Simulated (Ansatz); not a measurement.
A run for Ansatz (a program for electronic structure): U-CCSD(T)/cc-pV(Q+d)Z on P2 (SMILES P#P), 2S+1 = 3, a spin state set in the input, which need not be the lowest. Files ending in .json are basis or fitting sets from the Basis Set Exchange.

Ansatz 0.2 input:
```yaml
crystal:
  periodic: [false, false, false]
  atoms:
    - {symbol: P, position_ang: [-0.00000000, -0.00000000, -1.03508914]}
    - {symbol: P, position_ang: [0.00000000, 0.00000000, 1.03508914]}
basis:
  gaussian:
    orbitals: cc-pV_Q+d_Z.json
magnetization: {spin_polarized: true, initial_magnetization: 2}
correlation: {method: ccsd_t, electrons: outside_noble_gas}
scf: {omitted_lower_state_checks: [cluster_reference]}
```

The log:

```
WARN ansatz: RAYON_NUM_THREADS=2 ignored (pool sized by the plan → 2); use --threads N
Functional definition: HF
these checks for a lower state are left out or cut short: cluster_reference
integrals: 0.36 GiB planned
815 factors; integrals over basis functions are off by at most 6.7e-4 eV
mean field: 0.35 GiB planned
mean field evaluation 1: about -18540.7448 eV, gradient 6.9e0 eV
mean field evaluation 2: about -18540.7477 eV, gradient 6.9e0 eV
mean field evaluation 4: about -18541.3503 eV, gradient 1.3e0 eV
mean field evaluation 8: about -18541.3799 eV, gradient 5.5e-4 eV
mean field evaluation 16: about -18541.3799 eV, gradient 2.5e-4 eV
mean field evaluation 32: about -18541.7481 eV, gradient 2.6e-1 eV
mean field evaluation 64: about -18542.3007 eV, gradient 6.7e0 eV
mean field evaluation 96: about -18541.7517 eV, gradient 7.3e-4 eV
mean field evaluation 128: about -18543.0452 eV, gradient 1.3e-6 eV
mean field evaluation 160: about -18543.0452 eV, gradient 8.1e-4 eV
mean field evaluation 192: about -18543.2882 eV, gradient 1.7e-1 eV
mean field evaluation 224: about -18542.2843 eV, gradient 4.6e-1 eV
mean field evaluation 256: about -18543.2862 eV, gradient 6.0e-2 eV
mean field -18543.29003547 eV, -681.4533397100 hartree, gradient 2.4e-6 eV, S^2 2.574246; 19 other end points of the search recorded, 0 dependent functions left out
10 core orbitals not correlated
reference -18543.29003547 eV, -681.4533397100 hartree; 6, 4 occupied and 112, 114 virtual orbitals, 815 factors
second order -5.97007915 eV of doubles, -0.00000000 eV of singles
coupled cluster: 0.80 GiB planned
cycle   1  -6.57956104 eV  change   -6.1e-1 eV  update   1.0e-1
cycle   2  -6.96113237 eV  change   -3.8e-1 eV  update   5.3e-2
cycle   3  -7.07639664 eV  change   -1.2e-1 eV  update   4.1e-2
cycle   4  -7.18107777 eV  change   -1.0e-1 eV  update   3.0e-2
cycle   5  -7.22756961 eV  change   -4.6e-2 eV  update   1.4e-2
cycle   6  -7.23840320 eV  change   -1.1e-2 eV  update   4.8e-3
cycle   7  -7.24205860 eV  change   -3.7e-3 eV  update   2.5e-3
cycle   8  -7.24370240 eV  change   -1.6e-3 eV  update   1.5e-3
cycle   9  -7.24309915 eV  change    6.0e-4 eV  update   6.5e-4
cycle  10  -7.24371477 eV  change   -6.2e-4 eV  update   2.4e-4
cycle  11  -7.24370558 eV  change    9.2e-6 eV  update   9.2e-5
cycle  12  -7.24365516 eV  change    5.0e-5 eV  update   3.4e-5
cycle  13  -7.24365908 eV  change   -3.9e-6 eV  update   1.3e-5
cycle  14  -7.24365570 eV  change    3.4e-6 eV  update   6.3e-6
coupled cluster: 0.80 GiB planned
perturbative correction -0.52467448 eV, -0.0192814316 hartree
WARN: the results are in doubt because among natural orbitals full CI differs from the method by -0.138 eV
Total energy: -18551.05836565 eV, -681.7388205786 hartree
In doubt: among natural orbitals full CI differs from the method by -0.138 eV
Checks for a lower state left out: cluster_reference
```

The calculation finished and met its thresholds. Its determinant has ⟨S²⟩ = 2.57, a mixture of spin states.

Warnings raised: large difference.

Cost: about 27 core-seconds (a rough figure).
